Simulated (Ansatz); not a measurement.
Two isomers of C3H9BSi: A = `C=CBC[SiH3]`, B = `C=C[SiH2]BC`.

Calculated with Ansatz (gas phase, PBE0-D4/def2-TZVP geometries, no zero-point term in ΔE). CCSD(T)/CBS adds triple-zeta CCSD(T) − MP2 to the extrapolated MP2 energy (def2 sets, frozen cores). Functionals use def2-TZVPP. B3LYP here is the variant with VWN-RPA as its local correlation; programs differ in this. One conformer a species, not always the lowest.

(1) Which is lower in electronic energy at CCSD(T)/CBS, and by how much? (An estimate is asked.)

(2) Give E(B) − E(A) in kcal/mol with B2PLYP, r2SCAN-D4, PBE-D4, ωB97M-V, MP2/def2-TZVPP, B3LYP, PBE0-D4. (Best estimate.)

Largest T1 diagnostic: 0.012.

Results:

(1) The calculation gave: A, by 13.6 kcal/mol.

(2) Ansatz gave: B2PLYP 13.6, r2SCAN-D4 13.1, PBE-D4 11.9, ωB97M-V 14.1, MP2/def2-TZVPP 15.4, B3LYP 12.5, PBE0-D4 12.5. None reverses the order clearly.

The D4 term adds +0.8 kcal/mol with B3LYP and +0.4 kcal/mol with PBE0; it sums over pairs of atoms, weighted by their polarisabilities, and B3LYP, whose exchange is more repulsive, gets the larger term. From PBE to PBE0 (25 % exact exchange), in def2-TZVPP and without D4, E(B) − E(A) moves by +0.8 kcal/mol.
